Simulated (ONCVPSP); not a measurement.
Te: ONCV pseudisation with LDA (Perdew-Wang 92), scalar-relativistic reference atom.

- Element: Te (Z = 52)
- Generator: ONCVPSP 4.0.1
- Type: optimised norm-conserving Vanderbilt (ONCV)
- Functional: LDA (Perdew-Wang 92)
- Relativity: scalar-relativistic
- Frozen core: [Ar] 3d10
- Valence charge: 24
- Reference configuration: 4s2 4p6 4d10 5s2 5p4
- Partial waves: 4s+5s: rc 1.10 bohr, ncon 5, nbas 9, qcut 11 1/bohr, 2 projectors; 4p+5p: rc 1.30 bohr, ncon 4, nbas 9, qcut 9.9 1/bohr, 2 projectors; 4d: rc 1.40 bohr, ncon 5, nbas 10, qcut 12.9 1/bohr, 2 projectors, debl 2.3 Ha
- Local potential: polynomial inside 0.80 bohr (lpopt 5, dvloc0 4 Ha)
- Core correction: none

Poles of the logarithmic derivatives, all-electron (AE) and pseudo (PS). s: poles at -4.4 (AE) and -4.4 (PS) Ha. p: poles at -3.4 (AE) and -3.4 (PS) Ha. d: poles at -0.6 (AE) and -0.6 (PS) Ha. Test radii: s 1.12, p 1.32, d 1.42 bohr.

* Cutoffs needed: 52 Ha and 64 Ha (the cutoffs (Ha) at which the residual kinetic energy of the hardest occupied pseudo-wave falls to 1 and 0.1 mHa per electron)
* Ghost test: no bound ghost flagged; GHOST(+) flagged for s at 309.0 eV
* Largest excitation error: -60 meV (all-electron minus pseudo) for 4s1 4p6 4d10 5s2 5p4, out of 4 test configurations
